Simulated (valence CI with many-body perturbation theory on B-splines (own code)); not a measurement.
**Forbidden lines of Eu XIV**

Method: valence CI with perturbative core correlation (CI+MBPT): four valence electrons over a frozen Dirac-Fock core [Kr] 4d10, radial functions for each j: 7 s, 7 p, 7 d, 7 f, 4 g, 2 h, with the one-electron correlation potential Σ1, the two-electron term Σ2, the three-electron term Σ3, Breit, model QED; selected CI, second order for the rest, scaled by the run's own slope (own B-spline code, finite nucleus).

No measured spectrum was set against this ion. As an estimate, terms of the open shell hold to a few per cent of their energy, and close levels can change places; configurations with another count of f electrons can be misplaced by thousands of cm⁻¹.

Lines 1 to 50 of 57 in falling wavelength, among levels below 196140 cm⁻¹, chosen from the decays that carry over 1 % of a level's rate. Wavelengths and rates use the calculated energies, so an error of 2000 cm⁻¹ moves a line at 14870 Å by 30 % and its rate by three times that or more. Electric multipoles are in the length gauge, E1 and E2 with the static RPA response of the core. Weak lines are less certain than strong ones. Lines between different terms over intervals too small for the method are left out, as are lines whose strength nearly cancels. Intervals below about 2000 cm⁻¹, as at the head of this list, are uncertain by tens of per cent.

Names give the largest LS component (configuration and term), which can be under half, so a name can repeat, a term be missing and a line seem to break the LS rules; names also repeat where a configuration has a term twice. Letters in brackets count levels of one name in rising energy.

| λ vac (Å) | Upper | Lower | Type | A (s⁻¹) | Branch % |
| --- | --- | --- | --- | --- | --- |
| 57050 | 4f3 5s 3L°_9 | 4f3 5s 3L°_8 | M1 | 1.20e-01 | 2.6 |
| 52620 | 4f2 5s2 3P_1 | 4f2 5s2 3P_0 | M1 | 1.22e-01 | 4.7 |
| 41460 | 4f3 5s 5I°_5 | 4f3 5s 5I°_4 | M1 | 8.39e-01 | 3.5 |
| 37180 | 4f3 5s 3K°_8 | 4f3 5s 3K°_7 | M1 | 4.17e-01 | 2.1 |
| 33530 | 4f3 5s 5I°_6 | 4f3 5s 5I°_5 | M1 | 2.01e+00 | 17.5 |
| 30140 | 4f3 5s 5I°_7 | 4f3 5s 5I°_6 | M1 | 2.43e+00 | 69.2 |
| 29350 | 4f2 5s2 3P_2 | 4f2 5s2 3P_1 | M1 | 4.61e-01 | 3.8 |
| 28450 | 4f3 5s 5I°_8 | 4f3 5s 5I°_7 | M1 | 1.74e+00 | 100.0 |
| 25840 | 4f2 5s2 3F_3 | 4f2 5s2 3F_2 | M1 | 1.43e+00 | 91.1 |
| 19700 | 4f3 5s 3I°_7 [a] | 4f3 5s 3I°_6 [a] | M1 | 2.93e+00 | 1.2 |
| 17840 | 4f2 5s2 3H_6 | 4f2 5s2 3H_5 | M1 | 3.95e+00 | 100.0 |
| 17640 | 4f2 5s2 3H_5 | 4f2 5s2 3H_4 | M1 | 4.60e+00 | 100.0 |
| 14870 | 4f3 5s 1L°_8 | 4f3 5s 3L°_9 | M1 | 2.94e-01 | 2.8 |
| 13470 | 4f2 5s2 1G_4 | 4f2 5s2 3F_4 | M1 | 3.68e+00 | 31.3 |
| 12640 | 4f2 5s2 1G_4 | 4f2 5s2 3F_3 | M1 | 4.56e+00 | 38.7 |
| 12360 | 4f2 5s2 3F_4 | 4f2 5s2 3H_5 | M1 | 5.64e-01 | 17.0 |
| 11920 | 4f2 5s2 3P_1 | 4f2 5s2 1D_2 | M1 | 1.84e+00 | 70.9 |
| 11160 | 4f3 5s 1L°_8 | 4f3 5s 3L°_7 | M1 | 4.49e-01 | 4.3 |
| 10630 | 4f2 5s2 3F_2 | 4f2 5s2 3H_4 | E2 | 2.38e-04 | 100.0 |
| 10610 | 4f3 5s 3L°_8 | 4f3 5s 1K°_7 | M1 | 2.61e+00 | 32.3 |
| 8479 | 4f2 5s2 3P_2 | 4f2 5s2 1D_2 | M1 | 8.26e+00 | 68.7 |
| 7534 | 4f2 5s2 3F_3 | 4f2 5s2 3H_4 | M1 | 1.40e-01 | 8.9 |
| 7335 | 4f3 5s 3K°_8 | 4f3 5s 3I°_7 [a] | M1 | 8.41e-01 | 4.2 |
| 7269 | 4f2 5s2 3F_4 | 4f2 5s2 3H_4 | M1 | 2.75e+00 | 82.9 |
| 6803 | 4f3 5s 3K°_6 | 4f3 5s 3I°_6 [a] | M1 | 1.37e+00 | 2.7 |
| 6546 | 4f3 5s 3L°_8 | 4f3 5s 3K°_8 | M1 | 3.83e+00 | 47.3 |
| 6445 | 4f2 5s2 1G_4 | 4f2 5s2 3H_5 | M1 | 2.02e+00 | 17.2 |
| 5963 | 4f3 5s 3I°_5 [a] | 4f3 5s 5I°_4 | M1 | 5.00e+00 | 1.0 |
| 5872 | 4f3 5s 3L°_9 | 4f3 5s 3K°_8 | M1 | 4.40e+00 | 93.8 |
| 5585 | 4f3 5s 1L°_8 | 4f3 5s 1K°_7 | M1 | 1.24e+00 | 11.8 |
| 5566 | 4f3 5s 3L°_8 | 4f3 5s 3K°_7 | M1 | 1.11e+00 | 13.7 |
| 5152 | 4f2 5s2 1D_2 | 4f2 5s2 3F_3 | M1 | 1.01e+01 | 51.2 |
| 5012 | 4f3 5s 3K°_6 | 4f3 5s 3I°_5 [a] | M1 | 3.18e+00 | 6.4 |
| 4721 | 4f2 5s2 1G_4 | 4f2 5s2 3H_4 | M1 | 1.50e+00 | 12.8 |
| 4296 | 4f2 5s2 1D_2 | 4f2 5s2 3F_2 | M1 | 9.57e+00 | 48.7 |
| 4210 | 4f3 5s 1L°_8 | 4f3 5s 3K°_8 | M1 | 3.28e+00 | 31.3 |
| 3781 | 4f3 5s 1L°_8 | 4f3 5s 3K°_7 | M1 | 4.85e+00 | 46.3 |
| 3598 | 4f2 5s2 3P_1 | 4f2 5s2 3F_3 | E2 | 1.02e-01 | 3.9 |
| 3508 | 4f3 5s 3K°_8 | 4f3 5s 5I°_8 | M1 | 1.21e+01 | 61.0 |
| 3438 | 4f2 5s2 1I_6 | 4f2 5s2 3H_6 | M1 | 5.44e+00 | 44.8 |
| 3409 | 4f3 5s 3K°_7 | 4f3 5s 5I°_7 | M1 | 6.62e+00 | 4.0 |
| 3360 | 4f2 5s2 3P_0 | 4f2 5s2 3F_2 | E2 | 2.28e-01 | 100.0 |
| 3205 | 4f2 5s2 3P_2 | 4f2 5s2 3F_3 | M1 | 2.96e+00 | 24.6 |
| 3192 | 4f3 5s 3K°_6 | 4f3 5s 5I°_6 | M1 | 2.57e+00 | 5.2 |
| 3158 | 4f2 5s2 3P_1 | 4f2 5s2 3F_2 | M1 | 4.44e-01 | 17.1 |
| 3158 | 4f2 5s2 3P_1 | 4f2 5s2 3F_2 | E2 | 8.88e-02 | 3.4 |
| 3123 | 4f3 5s 3K°_8 | 4f3 5s 5I°_7 | M1 | 6.47e+00 | 32.6 |
| 3063 | 4f3 5s 3K°_7 | 4f3 5s 5I°_6 | M1 | 8.51e+00 | 5.2 |
| 2915 | 4f3 5s 3K°_6 | 4f3 5s 5I°_5 | M1 | 5.64e+00 | 11.3 |
| 2882 | 4f2 5s2 1I_6 | 4f2 5s2 3H_5 | M1 | 6.64e+00 | 54.6 |
